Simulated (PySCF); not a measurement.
## Orbital picture of ErC

B3LYP at R = 2.246 Å; Er x2c-TZVPall, C x2c-TZVPall; spin-free X2C with a Gaussian nucleus (PySCF 2.14). State: septet, about 11.5 electrons in the 4f shell (Mulliken), real f orbitals that mix terms. Only the outer orbitals are listed, counted within each symmetry.

```
spin  orbital  occ.  ε (eV)  on Er (%)          main shells (%)
   α      15σ     1   -6.54         22  74 C p, 12 Er s, 8 Er d
   α       8π     1   -6.13         17          82 C p, 14 Er d
   α       8π     1   -6.13         17          82 C p, 13 Er d
   α      16σ     1   -4.52         97         78 Er s, 15 Er d
   α       9π     0   -1.36         99         69 Er p, 30 Er d
   α       4δ     0   -1.30        100                 100 Er d
   α       9π     0   -1.29         99         71 Er p, 28 Er d
   β       7π     1   -8.40        100                 100 Er f
   β       3δ     1   -7.87        100                 100 Er f
   β       7π     1   -7.74        100                 100 Er f
   β      14σ     1   -4.62         91         46 Er f, 39 Er s
   β      15σ     0   -3.00         99         53 Er f, 42 Er s
   β       8π     0   -2.24         45          54 C p, 37 Er d
   β       8π     0   -2.23         45          54 C p, 38 Er d
```

Q: Which are the highest filled and the lowest empty level, where do they sit, and how wide is the gap?

A: Highest filled α 16σ at -4.52 eV (in %: 78 Er s, 15 Er d); lowest empty β 15σ at -3.00 eV (in %: 53 Er f, 42 Er s); the gap at B3LYP is 1.52 eV.

| Item | Value |
| --- | --- |
| bond order (Mayer) | 1.19 |
| ⟨S²⟩ | 12.014 |
| charge on Er (Mulliken, basis-dependent) | 0.43 |
| charge on Er (Löwdin, basis-dependent) | 0.32 |
| dipole moment (positive dipole means Er(−)C(+)) | -3.44 D |
| polarisability along the bond | 143.8 bohr³ |
| polarisability across the bond | 120.3 bohr³ |

Spin–orbit coupling is left out. With d or f electrons several states lie close, and the lowest PBE0 determinant need not be the measured ground state.
